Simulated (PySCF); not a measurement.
CH₃N₂S, SMILES [NH]C(N)=S, multiplicity 2. Atoms are numbered in the order given.

```xyz
7

N      0.9545    -0.9430     0.8073
C     -0.0565    -0.2929     0.3039
N     -1.3241    -0.6924     0.5377
S      0.2896     0.9700    -0.8130
H      1.8060    -0.3781     0.7975
H     -1.4536    -1.5546     1.0533
H     -2.0597    -0.3826    -0.0812
```
Charge 0, spin multiplicity 2.

Geometry optimised at PBE0-D3(BJ)/def2-SVP. The isomer is the one that the SMILES or the coordinates give; other isomers of the formula were not compared. One conformer was computed; it need not be the lowest.

These are PySCF with PBE/pcH-1 values and carry that method's errors.

Unrestricted Kohn–Sham, ⟨S²⟩ = 0.755. Hyperfine tensors hold the contact and dipolar terms, without spin-orbit corrections.

Computed hyperfine couplings:
| nucleus | A(iso) (MHz) | A(iso) (G) | dipolar principal values (MHz) |
|---|---|---|---|
| 14N no. 1 | 11.5 | 4.1 | -19.4, -18.6, 38.0 |
| 13C no. 2 | -23.7 | -8.4 | -8.3, 0.0, 8.3 |
| 14N no. 3 | -4.5 | -1.6 | -1.3, 0.3, 0.9 |
| 33S no. 4 | 3.1 | 1.1 | -62.1, -60.6, 122.7 |
| 1H no. 5 | 8.9 | 3.2 | -21.5, -8.1, 29.6 |
| 1H no. 6 | 0.1 | 0.0 | -2.9, -1.3, 4.2 |
| 1H no. 7 | 3.5 | 1.3 | -3.6, -0.5, 4.1 |

Q: And the g tensor (effective nuclear charges for spin-orbit coupling, GIAO)? (The exact figures need the calculation; the answer reports its results.)

A: principal values 2.0019, 2.0070, 2.0837; isotropic 2.0309.
